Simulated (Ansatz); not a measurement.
Basis sets compared for the cluster Ge2H4. The state is a singlet with charge 0. Geometry r2SCAN-D4/def2-TZVP. Ansatz on 4 threads of Arm Neoverse V1 on a shared host; times are rough, and most runs start from earlier orbitals.

```xyz
6

Ge    0.4109    1.2319   -1.1971
Ge   -0.6384   -0.1821    0.3974
H     0.9662    0.4061    0.3960
H    -0.4825   -1.7097    0.5612
H     0.8849   -0.1098   -1.9090
H    -1.1411    0.3635    1.7515
```

The structure comes from a short search, and lower isomers may exist.

Binding counts from free atoms (Ge triplet, H doublet) in the same basis, without a counterpoise term.

```csv
level,functions,energy (Eh),HOMO (eV),LUMO (eV),binding per atom (eV),wall time
PBE-D4/def2-SVP,84,-4155.2031,-5.91,-2.81,2.39,0.55 s
PBE-D4/def2-TZVP (with forces),120,-4155.7296,-5.94,-2.85,2.39,1 s
r2SCAN-D4/def2-TZVP,120,-4156.3398,-6.19,-2.77,2.42,1.9 s
PBE0-D4/def2-SVP,84,-4155.3114,-6.87,-2.07,2.36,0.9 s
PBE0-D4/def2-TZVP,120,-4155.8358,-6.88,-2.08,2.36,1.6 s
```

(1) Estimate the rows for PBE-D4/def2-TZVPD, r2SCAN-D4/def2-TZVPD, PBE0-D4/def2-TZVPD.

Results:

(1) 
```
               level  functions  energy (Eh)  HOMO (eV)  LUMO (eV)  binding per atom (eV)  wall time
   PBE-D4/def2-TZVPD        144   -4155.7305      -5.96      -2.87                   2.39      1.3 s
r2SCAN-D4/def2-TZVPD        144   -4156.3407      -6.18      -2.77                   2.42      2.7 s
  PBE0-D4/def2-TZVPD        144   -4155.8366      -6.88      -2.11                   2.37      1.7 s
```
